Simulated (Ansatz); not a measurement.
The same path of BH4NOSi (8 atoms, charge 0, multiplicity 1) was run twice with different band settings. The coordinate that changes most is the dihedral H6–N1–B2–O3.

Computed with Ansatz 0.2.0, RKS PBE0-D4/6-31G.

Relaxed end points:

```xyz
8
Properties=species:S:1:pos:R:3
N -0.566 1.594 -0.436
B -0.077 0.392 0.054
O 0.438 -0.064 1.243
Si 0.424 -1.500 0.007
H -0.905 1.696 -1.377
H -0.605 2.426 0.135
H 1.825 -1.992 -0.212
H -0.442 -2.609 0.530
```

```xyz
8
Properties=species:S:1:pos:R:3
N -0.568 1.593 -0.436
B -0.076 0.392 0.055
O 0.438 -0.064 1.244
Si 0.426 -1.499 0.008
H -0.610 2.426 0.133
H -0.904 1.694 -1.378
H 1.827 -1.991 -0.211
H -0.441 -2.608 0.530
```

Common settings: movable images 5; climbing image yes; spring 5.0 eV/Å²; start path IDPP; force threshold 0.05 eV/Å; iteration limit 60; end points relaxed.

| run | optimiser | largest step |
| --- | --- | --- |
| 1 | quadratic models (default) | default |
| 2 | fire | 0.02 Å |

Task: What does each run give, and how far can it be trusted?

Result: Run 1: converged after 6 iterations, highest image 0.673 eV above the first end. A vibrational analysis at the climbing image gives one clearly imaginary mode, 529i cm⁻¹: a first-order saddle point.
Run 2: converged after 33 iterations, highest image 0.674 eV above the first end. Another band between the same ends (5 images) ends at a top of the same energy, where a vibrational analysis finds 1 clearly imaginary mode.
Limits of this set-up: no polarisation functions.
